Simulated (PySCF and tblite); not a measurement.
Values are calculated unless marked as measured or tabulated.
C₇H₁₇GeNO, numbered as in [CH3:1][O:2][C@H:3]1[CH2:4][C@@H:5]([N:6]([CH3:7])[CH3:8])[C@@H:9]1[GeH3:10].

The ensemble was built from 200 distance-geometry starts (ETKDG and KDG, UFF, GFN2-xTB) and rests on GFN2-xTB geometries. Weights use PBE0-D3(BJ)/6-31G* energies plus GFN2-xTB zero-point and thermal terms (modes under about 100 cm⁻¹ blended into free rotors). Symmetry numbers and mirror images are counted. Conformers within 2.5 kcal/mol (GFN2-xTB free energy) were kept, 4 at most. Run with PySCF (density fitting) and tblite.

Rotational constants are equilibrium values for the commonest isotopes; dipoles come from the energy level named.

Torsions listed: C1–O2–C3–C4, C4–C5–N6–C7. The 4-ring runs over atoms 3–4–5–9.

```
conformer                                                            shape  symmetry  weight %
        1   4-ring puckered (ring torsions -15, 14, -15, 15°); -175°, 168°        C1      55.7
        2     4-ring puckered (ring torsions -16, 16, -16, 16°); 76°, 166°        C1      40.4
        3  4-ring puckered (ring torsions -16, 16, -16, 16°); -175°, -172°        C1       2.3
        4    4-ring puckered (ring torsions -16, 16, -16, 16°); -44°, 167°        C1       1.6
```

Sets of constants, in random order:

| set | A (MHz) | B (MHz) | C (MHz) | abs μa (D) | abs μb (D) | abs μc (D) |
| --- | --- | --- | --- | --- | --- | --- |
| P | 901 | 761 | 467 | 1.72 | 0.49 | 0.26 |
| Q | 957 | 782 | 490 | 0.15 | 0.38 | 0.42 |
| R | 847 | 778 | 437 | 0.66 | 1.01 | 1.19 |
| S | 1012 | 719 | 465 | 0.18 | 0.53 | 0.33 |

Question: Match each set to its conformer.

Answer: P is conformer 4, Q is conformer 3, R is conformer 2, S is conformer 1.

The cap on conformers cut off some of the population, so the set may be incomplete.
